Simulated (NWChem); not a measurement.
# SnHF, singlet; SMILES [SnH][F]

Results from NWChem. Low-valent species are run as closed-shell singlets; no triplet was tried in these runs. All runs use the structure optimised with PBE0/def2-SVP. def2 effective core potentials on Sn; no spin-orbit coupling. LC-ωPBE (HJS hole) with def2-SVP; x = 1 − exp(−ω/0.25 bohr⁻¹) is a scale chosen for this fit.

```
row           x  −ε(HOMO) (eV)
--------  -----  -------------
ω = 0.15  0.451           7.82
ω = 0.20  0.551       withheld
ω = 0.35  0.753           9.20
ω = 0.40  0.798           9.40
ω = 0.80  0.959          10.07
```

Task: Fit a straight line of the last column on the one before it, predict the withheld value, and compare with the run.

Result: 
1. Means of the 4 shown rows: x = 0.7402, y = 9.123. Slope Σ(x − x̄)(y − ȳ)/Σ(x − x̄)² = 0.6010/0.1350 = 4.452; intercept 5.827.
2. The shown rows scatter about the line by 0.021 (root mean square); the largest residual is -0.03, at ω = 0.80.
3. At x = 0.551 (ω = 0.20; inside the shown range) the line gives 8.28.
4. The run gives 8.28, 0.00 from the line, 0.0 times the scatter.
